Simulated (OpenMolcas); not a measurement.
Tl: terms and fine structure

```json
{
  "Program": "OpenMolcas",
  "Method": "CASSCF",
  "Basis": "ANO-RCC-VTZP [8s7p5d3f2g]",
  "Scalar Hamiltonian": "DKH2, point nucleus",
  "Active space": "3 electrons in 4 orbitals (6s 6p)",
  "State averaging": "2S+1 = 4 odd, 1 root (0 in the spin-orbit step); 2S+1 = 2 odd, 3 roots kept (CI in the orbitals of an earlier block); 2S+1 = 4 even, 3 roots; 2S+1 = 2 even, 5 roots kept (CI in the orbitals of an earlier block, 0 in the spin-orbit step)",
  "Spin-orbit coupling": "RASSI with atomic mean-field integrals over the reference wave functions, term energies averaged over their components"
}
```

With spin-orbit coupling, above the lowest level:

```json
{"Configuration": "6s2 6p", "Term": "2P*", "J": "1/2", "E (cm-1)": "0.0", "Measured (cm-1)": "0.0", "Term weight %": "100"}
{"Configuration": "6s2 6p", "Term": "2P*", "J": "3/2", "E (cm-1)": "7251", "Measured (cm-1)": "7793", "Term weight %": "100"}
{"Configuration": "6s 6p2", "Term": "4P", "J": "1/2", "E (cm-1)": "36016", "Measured (cm-1)": "", "Term weight %": "100"}
{"Configuration": "6s 6p2", "Term": "4P", "J": "3/2", "E (cm-1)": "38617", "Measured (cm-1)": "", "Term weight %": "100"}
{"Configuration": "6s 6p2", "Term": "4P", "J": "5/2", "E (cm-1)": "42952", "Measured (cm-1)": "", "Term weight %": "100"}
```

Against the measured value (NIST Handbook of Basic Atomic Spectroscopic Data): 6s2 6p 2P* 3/2: computed 7251, measured 7793 cm-1 (-6.9 %).

Spin-orbit coupling puts the lowest level 4834 cm-1 below the lowest spin-free term.

Some high roots are left out of the spin-orbit mixing, which shifts the levels that they would mix with. Terms from blocks run as CI alone lack orbitals of their own. Terms of s pⁿ other than that of highest spin mix with s² pⁿ⁻² d, which this space lacks; all of them can be thousands of cm-1 off, and some have no real level of that name. Spin-orbit splittings of 6p shells tend to come out small when the coupling is added on scalar orbitals. Computed and measured levels are paired by configuration, term and J; levels that our copy of the source lacks, or whose pairing is in doubt (as where it misses far off the trend of its configuration), stay unpaired and out of the deviations. Levels of configurations outside the active space are missing. The first state left out of the spin-orbit step lies near 55000 cm-1 above the lowest spin-free state of the reference (among the parities and spins computed), and the list stops at four fifths of that energy or lower.

The term weight is that of the spin-free term in the level, not the purity of its configuration. * marks odd parity.
